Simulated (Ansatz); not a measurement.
Coupled-cluster run, CH6F2OSSi2 (`CO[SiH2]S[SiH](F)F`).

```yaml
crystal:
  periodic: [false, false, false]
  atoms:
    - {symbol: C, position_ang: [-0.634157, 1.468651, -1.121738]}
    - {symbol: O, position_ang: [-0.170776, 0.135763, -1.040312]}
    - {symbol: Si, position_ang: [1.354494, -0.317588, -0.657647]}
    - {symbol: S, position_ang: [1.203119, -1.963998, 0.700944]}
    - {symbol: Si, position_ang: [-0.584834, -1.320286, 1.613409]}
    - {symbol: F, position_ang: [-0.499996, 0.212992, 2.022320]}
    - {symbol: F, position_ang: [-0.725266, -2.151794, 2.955614]}
    - {symbol: H, position_ang: [-0.103478, 2.123125, -0.423271]}
    - {symbol: H, position_ang: [-1.695361, 1.476943, -0.869439]}
    - {symbol: H, position_ang: [-0.509816, 1.853773, -2.137635]}
    - {symbol: H, position_ang: [2.108743, -0.825812, -1.827411]}
    - {symbol: H, position_ang: [2.063122, 0.830747, -0.038747]}
    - {symbol: H, position_ang: [-1.805783, -1.522497, 0.823916]}
basis:
  gaussian: {orbitals: def2-TZVPP}
correlation: {method: ccsd_t}
```

```sh
$ ansatz run in.yaml --threads 2 --pin off --events-out ev --progress --plain --max-ram 20480MiB --backend cuda --devices 0, --max-vram 18GiB
```

The program prints (abridged):

```
Functional definition: HF
1997 factors; integrals over basis functions are off by at most 1.0e-3 eV
mean field evaluation 1: about -35122.4706 eV, gradient 4.8e1 eV
mean field evaluation 2: about -35122.9168 eV, gradient 4.8e1 eV
mean field evaluation 4: about -35127.5235 eV, gradient 4.1e0 eV
mean field evaluation 8: about -35127.6049 eV, gradient 4.0e-1 eV
mean field evaluation 16: about -35127.6056 eV, gradient 1.7e-6 eV
mean field -35127.60556972 eV, -1290.9156943411 hartree, gradient 1.6e-6 eV, S^2 0.000000; 0 other end points of the search recorded, 0 dependent functions left out
19 core orbitals not correlated: weight in the atoms' cores, before any rotation towards them, 1.000 or more for the frozen orbitals, at most 0.000 for the correlated occupied ones
reference -35127.60556972 eV, -1290.9156943411 hartree; 22, 22 occupied and 293, 293 virtual orbitals, 1997 factors
second order -35.89286549 eV of doubles, -0.00000000 eV of singles
cycle   1  -36.24847007 eV  change   -3.6e-1 eV  update   1.3e-1
cycle   2  -37.06291191 eV  change   -8.1e-1 eV  update   3.7e-2
cycle   3  -37.25194798 eV  change   -1.9e-1 eV  update   1.9e-2
cycle   4  -37.23138784 eV  change    2.1e-2 eV  update   3.8e-3
cycle   5  -37.22834884 eV  change    3.0e-3 eV  update   1.7e-3
cycle   6  -37.22950640 eV  change   -1.2e-3 eV  update   5.2e-4
cycle   7  -37.22920206 eV  change    3.0e-4 eV  update   2.0e-4
cycle   8  -37.22906226 eV  change    1.4e-4 eV  update   6.6e-5
cycle   9  -37.22909043 eV  change   -2.8e-5 eV  update   2.7e-5
perturbative correction -1.32847957 eV, -0.0488207237 hartree
Total energy: -35166.16313972 eV, -1292.3326589031 hartree
```

Run time 12 s (2 threads of an AMD EPYC 7R13 on a shared host and a share of an NVIDIA H100 80 GB); peak host memory 0.84 GiB.

The correlation energy is -38.558 eV, 3.4 % of it from (T); the T1 diagnostic reads 0.0119.
